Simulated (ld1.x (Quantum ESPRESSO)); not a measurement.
## Re (Z = 75) TM: all-electron and pseudo phase curves

ld1.x (Quantum ESPRESSO) 7.5 input, shortened:

```
&input
   title='Re', zed=75., rel=1, dft='PBESOL', iswitch=3,
   config='[Xe] 4f14 5d5 6s2 6p0'
 /
 &inputp
   pseudotype=2, tm=.true., lloc=-2, rcloc=1.64,
   nlcc=.true., new_core_ps=.true., rcore=1.00
 /
3
6S  1  0   2.00   0.00  2.40  2.40  0.0
5P  2  1   6.00   0.00  1.75  1.75  0.0
5D  3  2   5.00   0.00  2.60  2.60  0.0
 &test
   configts(1)='5p6 5d5 6s2 6p0'
 /
```

The phase is arctan(r·u′/u) with u = r·R(r), unwrapped; energies in Ry, scanned from -5 to 5 Ry. A pole is an energy at which the radial function vanishes at the test radius. The pseudo phase is shifted by a multiple of π to meet the all-electron one at the reference energy, and phase errors are pseudo minus all-electron; the curves can meet again beyond the range given. Levels narrower than the energy grid can be missing from the lists of poles.

| channel | radius (bohr) | reference energy (Ry) | poles, all-electron | poles, pseudo | unbroken range about the reference energy with phases within 0.05 rad | phase error 1 Ry above the reference energy (rad) |
| --- | --- | --- | --- | --- | --- | --- |
| s | 2.86 | -0.44 | 1.26 | -2.07, 1.24 | -2.0 to 3.0 | -0.000 |
| p | 2.86 | -3.46 | -3.42, 2.70 | -3.42, 2.53 | below 0.0 | -0.000 |
| d | 2.86 | -0.40 | -0.03 | -0.03 | below 1.9 | +0.002 |

Note: ghost state, extra bound levels that the all-electron valence spectrum of the same l lacks: s at -28.3 eV. A true bound ghost makes a file unfit for plane-wave use.

Phases in the p channel:

```json
{"E (Ry)": "-5.00", "all-electron": "1.400", "pseudo": "1.400"}
{"E (Ry)": "-4.48", "all-electron": "1.385", "pseudo": "1.385"}
{"E (Ry)": "-3.96", "all-electron": "1.359", "pseudo": "1.359"}
{"E (Ry)": "-3.44", "all-electron": "-1.505", "pseudo": "-1.505"}
{"E (Ry)": "-2.92", "all-electron": "-1.767", "pseudo": "-1.767"}
{"E (Ry)": "-2.40", "all-electron": "-1.804", "pseudo": "-1.804"}
{"E (Ry)": "-1.88", "all-electron": "-1.844", "pseudo": "-1.845"}
{"E (Ry)": "-1.36", "all-electron": "-1.903", "pseudo": "-1.904"}
{"E (Ry)": "-0.84", "all-electron": "-2.005", "pseudo": "-2.009"}
{"E (Ry)": "-0.32", "all-electron": "-2.233", "pseudo": "-2.249"}
{"E (Ry)": "0.20", "all-electron": "-2.959", "pseudo": "-3.034"}
{"E (Ry)": "0.72", "all-electron": "-4.058", "pseudo": "-4.114"}
{"E (Ry)": "1.24", "all-electron": "-4.440", "pseudo": "-4.467"}
{"E (Ry)": "1.76", "all-electron": "-4.587", "pseudo": "-4.606"}
{"E (Ry)": "2.28", "all-electron": "-4.667", "pseudo": "-4.684"}
{"E (Ry)": "2.80", "all-electron": "-4.721", "pseudo": "-4.739"}
{"E (Ry)": "3.32", "all-electron": "-4.766", "pseudo": "-4.788"}
{"E (Ry)": "3.84", "all-electron": "-4.810", "pseudo": "-4.840"}
{"E (Ry)": "4.36", "all-electron": "-4.861", "pseudo": "-4.909"}
{"E (Ry)": "4.88", "all-electron": "-4.931", "pseudo": "-5.028"}
```
